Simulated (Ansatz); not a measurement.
One geometry of Ta3S8, several levels of theory.

```yaml
crystal:
  periodic: [false, false, false]
  atoms:
    - {symbol: Ta, position_ang: [-0.922814, -1.299958, -0.226809]}
    - {symbol: Ta, position_ang: [-0.947720, 1.715305, 0.539962]}
    - {symbol: Ta, position_ang: [1.958448, -0.164458, -0.516592]}
    - {symbol: S, position_ang: [-0.974305, -0.070132, 2.092730]}
    - {symbol: S, position_ang: [0.638273, -1.331141, -2.077827]}
    - {symbol: S, position_ang: [-2.269170, 0.549917, -1.020542]}
    - {symbol: S, position_ang: [-2.115553, -3.109276, -0.287438]}
    - {symbol: S, position_ang: [1.299389, 2.128007, -0.211628]}
    - {symbol: S, position_ang: [-1.961945, 3.487959, 1.304869]}
    - {symbol: S, position_ang: [4.089897, -0.424695, -0.896630]}
    - {symbol: S, position_ang: [1.205501, -1.481540, 1.299896]}
basis:
  gaussian: {orbitals: def2-SVP, initial_orbitals: start.molden}
magnetization: {spin_polarized: true, initial_magnetization: 1}
hamiltonian: {xc: r2scan, dispersion: d4}
scf: {omitted_lower_state_checks: [starts]}
output: {orbitals: {seedname: orbitals}}
```

The file start.molden holds the orbitals of an earlier run on this structure, at another level or in another basis.

```sh
$ ansatz run in.yaml --threads 4 --pin off --events-out ev --progress --plain --max-ram 6963MiB
```

Output, abridged:

```
Functional definition: r2SCAN
2552 factors; their error is unknown
mean field evaluation 1: about -91323.5363 eV, gradient 4.8e0 eV
mean field evaluation 2: about -91323.6445 eV, gradient 1.6e-1 eV
mean field evaluation 4: about -91323.4221 eV, gradient 3.2e-3 eV
mean field -91323.42205675 eV, -3356.0738593468 hartree, gradient 4.2e-5 eV, S^2 0.757051; 0 other end points of the search recorded, 0 dependent functions left out
reference -91323.42208545 eV, -3356.0738604015 hartree; 84, 83 occupied and 156, 157 virtual orbitals, 2552 factors
Total energy: -91323.65277451 eV, -3356.0823380682 hartree
Checks for a lower state left out: starts
```

Hardware: 4 threads of Arm Neoverse V2 on a shared host. Wall time 51 s, peak host memory 0.92 GiB.

As the first input, with `hamiltonian: {xc: pbe0, dispersion: d4}` (abridged; 30 s):

```
Functional definition: PBE0
mean field -91294.31464991 eV, -3355.0041818753 hartree, gradient 8.0e-5 eV, S^2 0.759463
Total energy: -91295.15330464 eV, -3355.0350018680 hartree
Checks for a lower state left out: starts
```

As the first input, with `correlation: {method: mp2}` and without the key `hamiltonian` (abridged; 34 s):

```
Functional definition: HF
mean field -91126.65960871 eV, -3348.8429727517 hartree, gradient 3.5e-6 eV, S^2 0.795311
40 core orbitals not correlated: weight in the atoms' cores, before any rotation towards them, 1.000 or more for the frozen orbitals, at most 0.000 for the correlated occupied ones
second order -55.03725333 eV of doubles, -0.00000000 eV of singles
Total energy: -91181.69686204 eV, -3350.8655545061 hartree
Checks for a lower state left out: starts
```

First input, but with `hamiltonian: {xc: pbe, dispersion: d4}`, `output: {forces: true, orbitals: {seedname: orbitals}}` (abridged; 20 s):

```
Functional definition: PBE
mean field -91292.23623539 eV, -3354.9278015502 hartree, gradient 2.7e-5 eV, S^2 0.753714
Total energy: -91293.16604576 eV, -3354.9619714512 hartree
Atom 0 force     0.005679     0.007984     0.002380 eV/Å
Atom 1 force     0.003058    -0.003357     0.000032 eV/Å
Atom 2 force    -0.003851    -0.002850    -0.000946 eV/Å
Atom 3 force    -0.001480    -0.000343    -0.001584 eV/Å
Atom 4 force    -0.000957     0.000655     0.002539 eV/Å
Atom 5 force    -0.001998    -0.002156    -0.000976 eV/Å
Atom 6 force    -0.000610    -0.000921    -0.000353 eV/Å
Atom 7 force    -0.001641     0.000907     0.001802 eV/Å
Atom 8 force     0.000542    -0.000314    -0.000670 eV/Å
Atom 9 force     0.001594    -0.000419    -0.000130 eV/Å
Atom 10 force    -0.000335     0.000814    -0.002093 eV/Å
Dipole moment:     0.002041    -0.030178     0.057152 e Å
Checks for a lower state left out: starts
```

As the first input, with `hamiltonian: {xc: pbe}`, `correlation: {method: rpa}` and without the key `output` (abridged; 38 s):

```
Functional definition: PBE
mean field -91292.23617570 eV, -3354.9277993569 hartree, gradient 2.8e-6 eV, S^2 0.753714
40 core orbitals not correlated: weight in the atoms' cores, before any rotation towards them, 1.000 or more for the frozen orbitals, at most 0.000 for the correlated occupied ones
Total energy: -91201.25263059 eV, -3351.5842157449 hartree
Checks for a lower state left out: starts
```

The first input with `hamiltonian: {xc: {name: BLYP}, dispersion: d4}` (abridged; 18 s):

```
Functional definition: BLYP
mean field -91324.13239542 eV, -3356.0999638113 hartree, gradient 2.3e-5 eV, S^2 0.753468
Total energy: -91325.97105591 eV, -3356.1675333380 hartree
Checks for a lower state left out: starts
```

As the first input, with `hamiltonian: {xc: {name: B97M-V}}` (abridged; 78 s):

```
Functional definition: B97M-V
mean field -91304.30411243 eV, -3355.3712878517 hartree, gradient 3.6e-5 eV, S^2 0.755565
Total energy: -91304.30422283 eV, -3355.3712919090 hartree
Checks for a lower state left out: starts
```

Geometry: PBE-D4/def2-SVP.

In the def2 sets Ta takes a core potential; there is no spin–orbit coupling. Correlated methods freeze 40 core orbitals; core or outer-core shells of Ta are correlated, in sets that lack core-valence functions.
